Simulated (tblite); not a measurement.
C₄H₁₀BrClSi₂.
Numbering: `[CH2:1]=[CH:2][CH2:3][SiH2:4][SiH2:5][C@@H:6]([Cl:7])[Br:8]` (hydrogens: H9, H10 on C1; H11 on C2; H12, H13 on C3; H14, H15 on Si4; H16, H17 on Si5; H18 on C6)

Computed with GFN2-xTB (tblite), gas phase: L-BFGS steps from a force-field or distance-geometry start until the largest atomic force falls under 0.01 eV/Å.

Step 12: E = -699.2717 eV
```
atom  x, y, z in Å  |  force x, y, z in eV/Å
C1     -1.6508    0.1716   -1.7202   -0.003   0.012   0.018
C2     -1.8832   -0.2608   -0.4938    0.030  -0.070   0.053
C3     -1.0881   -1.3153    0.1965    0.023  -0.028   0.049
Si4    -0.2651   -0.7227    1.8349   -0.049  -0.033  -0.083
Si5     1.1011    1.1100    1.4149    0.001  -0.070  -0.050
C6      2.1301    0.7203   -0.1798   -0.155   0.083   0.003
Cl7     3.0190    2.1554   -0.7422    0.029  -0.032   0.042
Br8     3.3419   -0.7662    0.1812    0.051  -0.036   0.013
H9     -2.2711    0.9125   -2.1913   -0.007   0.074  -0.004
H10    -0.8423   -0.2136   -2.3208    0.016  -0.024   0.022
H11    -2.7154    0.1377    0.0749    0.040  -0.009  -0.030
H12    -0.3227   -1.7038   -0.4810   -0.033   0.022   0.037
H13    -1.7556   -2.1505    0.4270    0.034   0.031   0.042
H14    -1.3153   -0.3433    2.7943    0.014  -0.016  -0.051
H15     0.4371   -1.8846    2.3990   -0.022   0.029  -0.016
H16     2.1205    1.4003    2.4229    0.032   0.020   0.020
H17     0.4353    2.3687    1.0732   -0.014   0.050  -0.012
H18     1.5158    0.3907   -1.0145    0.010  -0.005  -0.050
```

Step 13: E = -699.2735 eV
```
atom  x, y, z in Å  |  force x, y, z in eV/Å
C1     -1.6501    0.1722   -1.7178    0.002   0.001   0.014
C2     -1.8823   -0.2633   -0.4923    0.022  -0.025   0.020
C3     -1.0873   -1.3170    0.1981   -0.009  -0.028  -0.002
Si4    -0.2657   -0.7227    1.8322   -0.033  -0.031  -0.041
Si5     1.1006    1.1090    1.4132    0.005  -0.011  -0.023
C6      2.1260    0.7221   -0.1817   -0.076   0.067  -0.007
Cl7     3.0218    2.1575   -0.7390   -0.010  -0.077   0.047
Br8     3.3421   -0.7659    0.1855    0.004   0.004  -0.013
H9     -2.2694    0.9147   -2.1890    0.003   0.056   0.010
H10    -0.8424   -0.2148   -2.3180    0.021  -0.018   0.010
H11    -2.7138    0.1375    0.0749    0.025  -0.012  -0.006
H12    -0.3242   -1.7069   -0.4797   -0.002   0.018   0.016
H13    -1.7552   -2.1514    0.4261    0.016   0.008   0.065
H14    -1.3159   -0.3479    2.7916   -0.003   0.002  -0.039
H15     0.4312   -1.8855    2.3982    0.000   0.015  -0.011
H16     2.1234    1.4038    2.4184    0.012   0.005   0.010
H17     0.4405    2.3724    1.0711   -0.017   0.025  -0.003
H18     1.5117    0.3924   -1.0167    0.040  -0.001  -0.048
```

Step 14: E = -699.2743 eV
```
atom  x, y, z in Å  |  force x, y, z in eV/Å
C1     -1.6499    0.1725   -1.7167    0.007  -0.001   0.007
C2     -1.8816   -0.2647   -0.4915    0.010   0.005  -0.008
C3     -1.0870   -1.3181    0.1989   -0.022  -0.020  -0.026
Si4    -0.2666   -0.7232    1.8302   -0.010  -0.014  -0.010
Si5     1.1003    1.1083    1.4122   -0.006   0.024   0.004
C6      2.1229    0.7240   -0.1825   -0.018   0.028  -0.018
Cl7     3.0228    2.1569   -0.7370   -0.019  -0.072   0.043
Br8     3.3425   -0.7659    0.1867   -0.025   0.026  -0.021
H9     -2.2686    0.9166   -2.1879    0.019   0.033   0.026
H10    -0.8421   -0.2156   -2.3167    0.014  -0.009   0.009
H11    -2.7126    0.1372    0.0746    0.013  -0.012   0.011
H12    -0.3248   -1.7075   -0.4789    0.017   0.005   0.000
H13    -1.7546   -2.1515    0.4271    0.001  -0.013   0.069
H14    -1.3160   -0.3494    2.7897   -0.013   0.009  -0.031
H15     0.4291   -1.8853    2.3977    0.009   0.005  -0.007
H16     2.1245    1.4050    2.4172   -0.004  -0.004  -0.004
H17     0.4419    2.3740    1.0704   -0.013   0.006   0.004
H18     1.5110    0.3928   -1.0186    0.041   0.002  -0.047
```

Step 15: E = -699.2750 eV
```
atom  x, y, z in Å  |  force x, y, z in eV/Å
C1     -1.6496    0.1728   -1.7159    0.012   0.001  -0.001
C2     -1.8809   -0.2656   -0.4910   -0.003   0.019  -0.024
C3     -1.0871   -1.3192    0.1990   -0.021  -0.011  -0.031
Si4    -0.2674   -0.7239    1.8286    0.011   0.006   0.010
Si5     1.1000    1.1082    1.4116   -0.021   0.039   0.023
C6      2.1202    0.7258   -0.1833    0.016  -0.017  -0.020
Cl7     3.0232    2.1550   -0.7348   -0.010  -0.039   0.031
Br8     3.3423   -0.7654    0.1871   -0.041   0.033  -0.021
H9     -2.2677    0.9186   -2.1867    0.032   0.015   0.036
H10    -0.8417   -0.2163   -2.3157    0.005  -0.002   0.007
H11    -2.7115    0.1368    0.0746    0.004  -0.009   0.021
H12    -0.3249   -1.7078   -0.4783    0.024  -0.008  -0.012
H13    -1.7543   -2.1518    0.4293   -0.009  -0.026   0.061
H14    -1.3163   -0.3501    2.7879   -0.021   0.013  -0.024
H15     0.4280   -1.8850    2.3972    0.014  -0.002  -0.005
H16     2.1252    1.4058    2.4165   -0.014  -0.009  -0.014
H17     0.4424    2.3753    1.0701   -0.010  -0.005   0.008
H18     1.5114    0.3931   -1.0209    0.031   0.003  -0.046
```

**Question.** Estimate the geometry and energy of step 16. (The exact step hangs on the optimiser's Hessian estimate; all steps are aligned on step 15, rigid shifts and turns removed.)

**Answer.** E = -699.2757 eV, largest force 0.068 eV/Å
```
atom  x, y, z in Å  |  force x, y, z in eV/Å
C1     -1.6489    0.1731   -1.7152    0.016   0.004  -0.005
C2     -1.8802   -0.2664   -0.4907   -0.015   0.016  -0.026
C3     -1.0877   -1.3207    0.1985   -0.010  -0.005  -0.020
Si4    -0.2681   -0.7244    1.8270    0.026   0.023   0.020
Si5     1.0994    1.1088    1.4111   -0.032   0.036   0.027
C6      2.1174    0.7274   -0.1847    0.029  -0.060  -0.013
Cl7     3.0234    2.1524   -0.7317    0.007   0.010   0.013
Br8     3.3412   -0.7642    0.1872   -0.047   0.024  -0.017
H9     -2.2661    0.9211   -2.1846    0.041   0.004   0.037
H10    -0.8410   -0.2171   -2.3144    0.000   0.005   0.002
H11    -2.7103    0.1362    0.0751   -0.005  -0.005   0.027
H12    -0.3246   -1.7084   -0.4779    0.019  -0.020  -0.018
H13    -1.7540   -2.1527    0.4328   -0.011  -0.028   0.044
H14    -1.3172   -0.3509    2.7853   -0.027   0.016  -0.018
H15     0.4268   -1.8849    2.3965    0.018  -0.007  -0.003
H16     2.1259    1.4066    2.4151   -0.018  -0.011  -0.018
H17     0.4430    2.3769    1.0697   -0.011  -0.007   0.011
H18     1.5123    0.3936   -1.0242    0.018   0.005  -0.042
```

The energy changes by -0.0007 eV. The first-order estimate −F·Δx gives -0.0009 eV and the mean of the old and new forces, exact on a quadratic surface, -0.0007 eV. The step makes an angle of 55° with the force vector and moves no atom by more than 0.004 Å.

The cost below is that of the whole relaxation. Hardware: one thread, Arm Neoverse V2 (aarch64), shared host with 192 logical CPUs at a one-minute load of 75. Cost: 0.69 s of wall time.
